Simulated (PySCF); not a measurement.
Geometry:
| atom | x (Å) | y (Å) | z (Å) |
| --- | --- | --- | --- |
| B1 | -0.520 | 1.120 | 1.026 |
| C2 | -0.148 | -0.041 | 0.098 |
| C3 | 1.268 | -0.309 | -0.311 |
| Cl4 | 1.805 | 0.860 | -1.568 |
| C5 | -1.121 | -0.813 | -0.427 |
| F6 | -2.392 | -0.685 | -0.202 |
| F7 | -0.918 | -1.815 | -1.238 |
| H8 | 0.362 | 1.804 | 1.488 |
| H9 | -1.669 | 1.343 | 1.315 |
| H10 | 1.413 | -1.312 | -0.733 |
| H11 | 1.948 | -0.178 | 0.539 |

Geometry: PBE0-D3(BJ)/def2-SVP; GIAO absolute shieldings from PySCF 2.14, gas phase, non-relativistic, averaged over equivalent atoms.

At PBE0/6-31G (75 basis functions, 5.7 s wall time on 1 thread of an Arm Neoverse V2, shared host):
| atoms | σ (ppm) |
| --- | --- |
| B1 | 48.0 |
| C5 | 32.6 |
| C2 | 96.8 |
| C3 | 156.6 |
| Cl4 | 825.7 |
| F6 | 234.4 |
| F7 | 237.8 |
| H8/H9 | 24.77 |
| H10/H11 | 28.35 |

What do these become at B97-2/pcSseg-1?

## Answers


| atoms | σ at B97-2/pcSseg-1 | change |
| --- | --- | --- |
| B1 | 34.7 | -13.3 |
| C5 | 10.2 | -22.4 |
| C2 | 83.1 | -13.7 |
| C3 | 136.9 | -19.7 |
| Cl4 | 789.9 | -35.8 |
| F6 | 229.7 | -4.7 |
| F7 | 231.2 | -6.6 |
| H8/H9 | 24.50 | -0.27 |
| H10/H11 | 27.13 | -1.22 |

The largest change is at Cl4 (chlorine bonded to C). Cost: 146 basis functions, 13 s wall time on 1 thread of an Arm Neoverse V2, shared host. The order of the carbon signals is the same at both levels.

A carbon bonded to boron is broadened by the quadrupolar boron nucleus and is often missing from a measured spectrum. Carbons that carry Cl, above all several Cl atoms, come out too deshielded, partly because spin–orbit coupling is missing.
